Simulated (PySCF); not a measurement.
# MO cations for M along group 14

CCSD(T) with triple-zeta basis sets in PySCF, for the lowest determinant that a PBE0 search found; no spin–orbit coupling. De refers to high-spin ground-configuration atoms (the charge goes to the atom of lower measured ionisation energy or higher electron affinity, which is not always the lowest computed limit).

```tsv
M	basis	reference, frozen orbitals	charged atom	state (unpaired electrons)	Re (Å)	ωe (cm⁻¹)	De (eV)
C	cc-pVTZ	ROHF, 2	C+	doublet (σ ↑)	1.123	2191	8.20
Si	def2-TZVPPD	UHF, 6	Si+	doublet (σ ↑)	1.532	1132	4.56
Ge	def2-TZVPPD	UHF, 10	Ge+	doublet (π ↑)	1.775	744	3.68
Sn	def2-TZVPPD	UHF, 5	Sn+	doublet (π ↑)	1.976	642	3.10
```

By what factor does the well depth vary along the series?

At CCSD(T) it runs from 3.10 eV (SnO⁺) to 8.20 eV (CO⁺), a factor of 2.65.

The rows differ in basis set, which adds steps of its own.

The state changes along the series, so neighbouring rows are not always alike in their bonding.

Correlated steps freeze the inner cores (2 to 10 orbitals); shallow outer-core shells are correlated. UHF and ROHF references stand side by side, which adds small steps between rows. These are scalar-relativistic numbers at best; spin–orbit coupling would shift them, the dissociation energy most. For an ion De counts to the pair picked by the measured ionisation energies or electron affinities, which need not be the lowest pair at this level. The CCSD T1 diagnostic is raised in SiO⁺, a sign that a single reference may not be enough there. States were picked by a PBE0 search and need not be the measured ground states.
